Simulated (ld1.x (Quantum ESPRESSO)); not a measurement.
**Configuration tests for phosphorus (P) (TM)**

phosphorus, norm-conserving Troullier–Martins (Kleinman–Bylander form), made with ld1.x (Quantum ESPRESSO) 7.5 (PBE, scalar-relativistic). Core [Ne], reference 3s2 3p3. Waves: 3s (bound): rc 1.55 bohr; 3p (bound): rc 1.65 bohr; 3d channel at 0.2 Ry: rc 1.70 bohr. Local part: all-electron potential smoothed inside 1.55 bohr (lloc = -1). Core correction: Bessel-smoothed model core inside 1.05 bohr.

Energies are relative to the spin-unpolarised reference configuration 3s2 3p3; without spin polarisation the order of configurations can differ from experiment.

Question: Give the all-electron excitation energy and the error of the potential for: 3s2 3p2; 3s2 3p1; 3s2 3p0; 3s1 3p3; 3s0 3p5; 3s2 3p3.3; 3s1 3p4.

Answer:

| valence configuration | charge | ΔE all-electron (eV) | error AE − PS (meV) |
| --- | --- | --- | --- |
| 3s2 3p2 | +1 | 9.730 | +3.6 |
| 3s2 3p1 | +2 | 28.877 | +26 |
| 3s2 3p0 | +3 | 58.616 | +87 |
| 3s1 3p3 | +1 | 18.850 | +6.6 |
| 3s0 3p5 | 0 | 17.200 | -2.5 |
| 3s2 3p3.3 | -0.3 | -1.307 | +0.2 |
| 3s1 3p4 | 0 | 8.534 | -0.6 |

Levels in the configuration 3s2 3p3.3:

```
level  all-electron (eV)  pseudo (eV)
   3s            -11.527      -11.529
   3p             -3.237       -3.238
```
